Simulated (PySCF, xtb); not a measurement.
C3H7BFN, SMILES C=CB(F)NC.

GFN2-xTB in xtb at its own geometry gives an orbital gap of 4.28 eV and a dipole moment of 2.61 D.

Geometry: ωB97X-D3(BJ)/def2-SVP. This is a generated structure with no PubChem entry under its InChIKey; it may be hypothetical. Other conformers were not sampled.

Q: What does HF/def2-TZVP in PySCF give? (Estimate from the structure and the level; the computed values follow.)

A: gap 13.05 eV (levels -9.97 and 3.07 eV), dipole 2.01 D.
